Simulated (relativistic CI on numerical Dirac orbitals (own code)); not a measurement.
One change at a time: Nb14+

Base calculation: Dirac-Coulomb-Breit CI, KLI orbitals optimised for each configuration, model QED, unscaled Slater integrals.

Configurations in the expansion (outside the closed core [Ne]): 3s²3p⁶3d⁹, 3s²3p⁵3d¹⁰, 3s3p⁶3d¹⁰, 3s²3p⁶3d⁸4s, 3s²3p⁶3d⁸4p, 3s²3p⁶3d⁸4d, 3s²3p⁶3d⁷4s², 3s²3p⁶3d⁸4f, 3s²3p⁶3d⁷4s4p, 3s²3p⁶3d⁸5s, 3s²3p⁵3d⁹4s, 3s²3p⁶3d⁷4p², 3s²3p⁶3d⁸5p, 3s²3p⁶3d⁷4s4d, 3s²3p⁴3d¹⁰4s, 3s²3p⁶3d⁸5d. Levels of other configurations are missing.

Variants: (1) P86 correlation estimate. Shifts of the energy above 3s²3p⁶3d⁹ ²D5/2, in cm⁻¹, for the lowest level and the first level of each name with at least 55 % of one term (blank where a level changes its place among those of its configuration and J or its character, or is not in the variant):

| Level | Base | Δ(1) |
| --- | --- | --- |
| 3s²3p⁶3d⁹ ²D5/2 | 0 | 0 |
| 3s²3p⁶3d⁹ ²D3/2 | 23304 | 0 |
| 3s²3p⁵3d¹⁰ ²P°3/2 | 1281488 | +1139 |
| 3s²3p⁵3d¹⁰ ²P°1/2 | 1410644 | +1159 |
| 3s²3p⁶3d⁸4s ⁴F9/2 | 1634225 | +12242 |
| 3s²3p⁶3d⁸4s ⁴F7/2 | 1642495 | +12243 |
| 3s²3p⁶3d⁸4s ⁴F5/2 | 1657265 | +12243 |
| 3s²3p⁶3d⁸4s ²F7/2 | 1660746 | +12243 |
| 3s²3p⁶3d⁸4s ⁴F3/2 | 1661246 | +12243 |
| 3s²3p⁶3d⁸4s ²F5/2 | 1668912 | +12244 |
| 3s²3p⁶3d⁸4s ⁴P5/2 | 1685363 | +12245 |
| 3s²3p⁶3d⁸4s ⁴P1/2 | 1699494 | +12246 |
| 3s²3p⁶3d⁸4s ⁴P3/2 | 1702164 | +12246 |
| 3s²3p⁶3d⁸4s ²D5/2 | 1709621 | +12245 |

At this charge energies of transitions that change n are usually good to better than 1 %, and those within a shell (Δn = 0) to a few per cent.

Ionisation energy from the two ground configurations alone: base 529.227 eV; P86 correlation estimate 531.087 eV. The NIST ASD value (theoretical) is 530 eV.

LS names give the leading component of a level, which can be under half, so a name can repeat, a term be missing and a line seem to break the LS rules.
